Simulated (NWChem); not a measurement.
Molecule: C3H5F; SMILES CC(F)=C

```xyz
9

C     -1.0635    -0.9775     0.0000
C     -0.0570    -0.0900     0.0000
C     -0.1379     1.4007     0.0000
F      1.2254    -0.5297     0.0000
H     -2.1051    -0.6314     0.0000
H     -0.8574    -2.0568     0.0000
H      0.3766     1.8163     0.8918
H     -1.1879     1.7452     0.0000
H      0.3766     1.8163    -0.8918
```
Atoms are numbered in this order, from 1.

Level: PBE-D3(BJ)/def2-SVP (NWChem), optimised geometry, unscaled harmonic frequencies. 

List the harmonic frequencies with IR intensities, and the thermochemistry.


```tsv
frequency (cm⁻¹)	IR intensity (km/mol)
197	0.8
384	0.4
462	5.7
470	3.0
722	0.0
813	54.1
851	11.6
921	26.6
976	5.8
1018	2.1
1260	75.7
1331	16.8
1362	29.3
1390	8.4
1403	8.5
1708	103.8
2974	10.9
3046	6.0
3101	5.8
3111	0.5
3218	1.0
```

```yaml
zero_point_energy: 43.9 kcal/mol
thermal correction to the enthalpy at 298.15 K (with zero-point energy): 47.4 kcal/mol
heat capacity Cv: 15.9 cal/(mol K)
entropy at 298.15 K and 1 atm (symmetry number 1): 68.0 cal/(mol K)
dipole_moment: 1.38 D
```

Rigid rotor and harmonic oscillator.
